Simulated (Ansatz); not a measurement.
Relaxation of ClFGeH3O (7 atoms, charge 0, multiplicity 2), to a largest force component of 0.03 eV/Å in at most 50 steps.

The calculation used Ansatz, UKS B3LYP/def2-SVP.

```xyz
7
Properties=species:S:1:pos:R:3
Ge 0.040 -0.036 -0.067
Cl 0.080 0.239 2.119
H 1.477 0.058 -0.588
F -0.835 1.324 -0.714
H -0.762 -1.298 -0.413
O 0.116 -0.223 4.876
H -0.691 -0.758 4.722
```

Question: Where does it end, and by what steps?

Answer: The forces met the threshold. The force dipped under the threshold on the way, but the program's further checks kept it going. After 41 steps the energy has fallen by 0.287 eV; O6 moved furthest, 1.98 Å.

```csv
step,energy less start (eV),largest force component (eV/Å),accepted
0,0.0000,0.624,yes
2,-0.0192,0.749,yes
4,-0.0306,0.181,yes
6,-0.0033,1.321,no
8,-0.0447,0.037,yes
10,-0.0491,0.072,yes
12,-0.0586,0.216,yes
14,-0.0647,0.166,yes
16,-0.0825,0.082,yes
18,-0.0843,0.019,yes
20,-0.0888,0.025,yes
22,-0.0948,0.444,yes
24,-0.1112,0.204,yes
26,-0.1183,0.229,yes
28,-0.1375,0.382,yes
30,-0.1649,0.803,yes
32,-0.1969,0.335,yes
34,-0.2435,0.684,yes
36,-0.2761,0.371,yes
38,-0.2326,1.406,no
40,-0.2866,0.069,yes
41,-0.2871,0.011,yes
```

```xyz
7
Properties=species:S:1:pos:R:3
Ge -0.185 -0.003 0.625
Cl -0.259 1.651 2.056
H 1.237 -0.559 0.561
F -0.474 0.760 -0.918
H -1.372 -0.936 0.863
O 0.289 -1.264 3.207
H 0.189 -0.344 3.542
```

Whether the end is a true minimum wasn't checked by a vibrational analysis.

Time of the run: 4.5 min on 4 threads of Arm Neoverse V1 (shared host), peak memory 0.42 GiB.
